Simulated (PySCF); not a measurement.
B₂F₃, SMILES FB(F)[B]F (connectivity only; charge and spin as stated), charge +1, multiplicity 1.

Geometry optimised at PBE-D3(BJ)/def2-SVP. The multiplicity is an assumed one; other spin states were not compared. The isomer is the one that the SMILES or the coordinates give; other isomers of the formula were not compared. Other conformers were not sampled.

Level of theory: PBE-D3(BJ)/def2-SVP run with PySCF 2.14.0.

No scaling factor is applied to the harmonic values.

Computed vibrational spectrum:
```
mode  ν (cm⁻¹)  IR (km/mol)  moving atoms (share of kinetic energy)
----  --------  -----------  --------------------------------------
1          114          6.7                          F 86 %, B 14 %
2          233         59.7                          B 73 %, F 27 %
3          355         17.5                          F 85 %, B 15 %
4          450         35.6                          B 77 %, F 23 %
5          566          4.0                          B 90 %, F 10 %
6          598         43.9                          F 68 %, B 32 %
7         1176        211.6                          B 55 %, F 45 %
8         1578        235.0                          B 74 %, F 26 %
9         1710        102.6                          B 70 %, F 30 %
```
